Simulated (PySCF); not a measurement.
[Ho(H2O)]3+ at several levels of theory

Computed with PySCF 2.14.0 (density fitting, no spin-orbit coupling) at the geometry relaxed with BP86:

```xyz
4
[Ho(H2O)]3+ (singlet in the valence; each metal's 4f electrons, 10 of them, lie in its core potential, out of spins and levels)
Ho    0.0000    0.0000   -0.0690
O     0.0000    0.0000    2.0962
H     0.7912    0.0000    2.7365
H    -0.7912    0.0000    2.7365
```

```tsv
level	basis	state	HOMO (eV)	gap (eV)	charge on Ho1 (e)	population of f-type functions on Ho1 (polarisation alone where 4f lies in the core)	dipole about the centre of mass (D)	largest force component (eV/Å)
BP86	Ho lcecp-1-SVP with ECP56, O def2-SVP, H def2-SVP	singlet	-26.72	4.99	2.49	0.02	3.75	0.00
BP86	Ho lcecp-1-TZVP with ECP56, O def2-TZVP, H def2-TZVP	singlet	-26.72	4.91	2.59	0.02	3.79	0.25
```

In the lcecp rows the 4f levels are missing from HOMO and gap, and the state counts the valence alone.

Charges are Mulliken's, which hang on the basis. The relaxation used the grid (50, 194), these runs (75, 302) or, all-electron (x2c bases, spin-free X2C Hamiltonian), (99, 590).

Problem. Order these levels, in the first row's basis, by the HOMO–LUMO gap they give here, smallest first.
A. B3LYP
B. M06-L
C. PBE0
D. TPSSh

Solution. B (5.60 eV), D (6.14 eV), A (6.82 eV), C (7.52 eV).

Problem. And their other results?

Solution. 
```csv
level,state,HOMO (eV),gap (eV),charge on Ho1 (e),population of f-type functions on Ho1 (polarisation alone where 4f lies in the core),dipole about the centre of mass (D),largest force component (eV/Å)
B3LYP,singlet,-27.96,6.82,2.53,0.02,3.49,0.47
M06-L,singlet,-26.77,5.60,2.57,0.02,3.34,0.76
PBE0,singlet,-28.24,7.52,2.54,0.02,3.41,0.53
TPSSh,singlet,-27.28,6.14,2.53,0.02,3.51,0.39
```

In the first row's basis the gap widens with exact exchange: 5.0 to 5.6 eV for BP86, M06-L (none); 6.1 to 7.5 eV for TPSSh, B3LYP, PBE0 (a fixed share).

An lcecp potential fixes the number of 4f electrons, so in runs with it no electron can move into or out of that shell.
